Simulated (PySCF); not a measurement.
C₄H₁₀O₂Zn₂, SMILES [Zn]([O]CC[O][Zn][CH3])[CH3].

Geometry optimised at B3LYP-D3(BJ)/def2-SVP. Other conformers were not sampled.

All values below come from TDA-M06-2X/def2-SVP run with PySCF 2.14.0.

Vertical excitations. The molecule is in vacuum.

### Question
List the lowest excited states. (Estimate from the structure and the level; the computed values follow.)

### Answer

```json
[
 {"state": "S1", "energy (eV)": "5.42", "λ (nm)": "229", "f": "0.002", "main pairs": "HOMO→LUMO 83 %"},
 {"state": "S2", "energy (eV)": "5.90", "λ (nm)": "210", "f": "0.009", "main pairs": "HOMO−1→LUMO 86 %"},
 {"state": "S3", "energy (eV)": "6.05", "λ (nm)": "205", "f": "0.034", "main pairs": "HOMO−2→LUMO 65 %, HOMO−3→LUMO 10 %"},
 {"state": "S4", "energy (eV)": "6.14", "λ (nm)": "202", "f": "0.009", "main pairs": "HOMO→LUMO+1 47 %, HOMO→LUMO+2 14 %, HOMO→LUMO 11 %, HOMO−2→LUMO 10 %"},
 {"state": "S5", "energy (eV)": "6.59", "λ (nm)": "188", "f": "0.014", "main pairs": "HOMO−3→LUMO 46 %, HOMO−2→LUMO+1 12 %, HOMO−4→LUMO 11 %, HOMO−1→LUMO+1 8 %"},
 {"state": "S6", "energy (eV)": "6.69", "λ (nm)": "185", "f": "0.071", "main pairs": "HOMO−1→LUMO+1 61 %"},
 {"state": "S7", "energy (eV)": "7.01", "λ (nm)": "177", "f": "0.022", "main pairs": "HOMO→LUMO+2 35 %, HOMO→LUMO+1 26 %, HOMO→LUMO+3 15 %"},
 {"state": "S8", "energy (eV)": "7.08", "λ (nm)": "175", "f": "0.327", "main pairs": "HOMO−4→LUMO 35 %, HOMO−3→LUMO 23 %, HOMO−2→LUMO+1 18 %, HOMO→LUMO+2 7 %"},
 {"state": "S9", "energy (eV)": "7.23", "λ (nm)": "172", "f": "0.026", "main pairs": "HOMO−2→LUMO+1 43 %, HOMO−4→LUMO 34 %, HOMO−2→LUMO 10 %"},
 {"state": "S10", "energy (eV)": "7.41", "λ (nm)": "167", "f": "0.015", "main pairs": "HOMO→LUMO+3 55 %, HOMO→LUMO+2 27 %"},
 {"state": "T1", "energy (eV)": "5.29", "λ (nm)": "234", "f": "0", "main pairs": "HOMO→LUMO 70 %"},
 {"state": "T2", "energy (eV)": "5.58", "λ (nm)": "222", "f": "0", "main pairs": "HOMO−1→LUMO 42 %, HOMO−2→LUMO 21 %, HOMO−1→LUMO+1 10 %, HOMO−2→LUMO+1 6 %"},
 {"state": "T3", "energy (eV)": "5.76", "λ (nm)": "215", "f": "0", "main pairs": "HOMO−2→LUMO 39 %, HOMO−1→LUMO 17 %, HOMO−4→LUMO 15 %"},
 {"state": "T4", "energy (eV)": "5.89", "λ (nm)": "211", "f": "0", "main pairs": "HOMO−3→LUMO 30 %, HOMO−4→LUMO 25 %, HOMO→LUMO+1 13 %, HOMO−1→LUMO+1 5 %"}
]
```
Triplets are in the Tamm–Dancoff approximation.
